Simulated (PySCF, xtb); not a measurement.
Sn(nBu)(Cl)3 (C4H9Cl3Sn), SMILES [CH2](CCC)[Sn]([Cl])([Cl])[Cl]. The values are those of a single conformer.

Harmonic wavenumbers (cm⁻¹) from xtb with GFN2-xTB at its own minimum, in rising order: 18, 42, 60, 77, 90, 94, 97, 104, 196, 240, 253, 276, 306, 307, 395, 449, 705, 776, 879, 905, 997, 1027, 1076, 1103, 1142, 1167, 1225, 1269, 1296, 1361, 1400, 1418, 1457, 1479, 1501, 1502, 2907, 2945, 2961, 2977, 2995, 3007, 3031, 3041, 3051.

### Question
What does B3LYP-D3(BJ)/def2-SVP in PySCF give at its own minimum? (An estimate is asked for; the answer gives what the named calculation found.)

### Answer
21, 48, 66, 94, 103, 111, 116, 124, 224, 256, 262, 350, 376, 378, 455, 514, 721, 759, 875, 886, 1005, 1030, 1064, 1098, 1182, 1197, 1268, 1313, 1333, 1396, 1408, 1431, 1455, 1464, 1472, 1479, 3012, 3020, 3028, 3052, 3064, 3075, 3106, 3117, 3134. Paired by order, the mean absolute difference is 35 cm⁻¹ and the zero-point energies are 76.6 and 78.5 kcal/mol.
